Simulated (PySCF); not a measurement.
Ionisation energy along the 22-electron series

Calculated with PySCF 2.14 and a two-component X2C-1e Hamiltonian (Gaussian nucleus, no Breit or QED terms), each ion in its own even-tempered basis scaled to its charge; GMP2 freezes [Ne] and drops the highest virtual spinors. Values in eV. NIST values: (m) measured, (s) semi-empirical, (t) theoretical.

```
    ion  configuration  GHF (spin-free)  GMP2 (spin-free)  GHF (screened spin-orbit)  GMP2 (screened spin-orbit)          NIST
Rh(23+)       [Ar] 3d4           1131.4            1131.7                     1130.6                      1131.0  1131 ± 4 (t)
Pd(24+)       [Ar] 3d4           1217.8            1218.1                     1217.0                      1217.4  1218 ± 4 (t)
Ag(25+)       [Ar] 3d4           1307.2            1307.5                     1306.5                      1307.0  1308 ± 4 (t)
```

Between Z = 45 and Z = 47 the GMP2 (screened spin-orbit) value grows as Z to the power 3.33.
